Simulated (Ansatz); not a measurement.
Reaction (formal exchange of groups at a C–Si bond): `C[Si]C` + `N[SiH](N)S` → `C[Si](N)(N)S` + `C[SiH]`

Calculated with Ansatz (gas phase, PBE0-D4/def2-TZVP geometries, no zero-point term in ΔE). CCSD(T)/CBS adds triple-zeta CCSD(T) − MP2 to the extrapolated MP2 energy (def2 sets, frozen cores). This one scheme is used for every species. DFT in def2-TZVPP. B3LYP here is the variant with VWN-RPA as its local correlation; programs differ in this. Each species was taken in one conformer, which may not be the lowest.

| level | ΔE (eV) |
| --- | --- |
| PBE-D4 | 0.00 |
| B97M-V | -0.05 |
| B3LYP-D4 | -0.03 |
| r2SCANh-D4 | -0.01 |
| CCSD/def2-SVP | -0.05 |
| SCS-MP2/def2-TZVPP | -0.03 |
| CCSD(T)/def2-TZVPP | -0.04 |
| SCS-MP2/def2-QZVPP | -0.02 |

(1) What does CCSD(T)/CBS give? (Estimate.)

Largest T1 diagnostic among the species: 0.012.

Results:

(1) Ansatz gave: -0.03 eV. The listed levels differ from it by 0.03, -0.02, 0.00, 0.02, -0.02, 0.00, -0.01, 0.01 eV.

From BLYP to BHLYP (50 % exact exchange), in def2-TZVPP and without D4, ΔE moves by −0.05 eV. The D4 term adds −0.04 eV with B3LYP and −0.03 eV with PBE0; it sums over pairs of atoms, weighted by their polarisabilities, and B3LYP, whose exchange is more repulsive, gets the larger term.
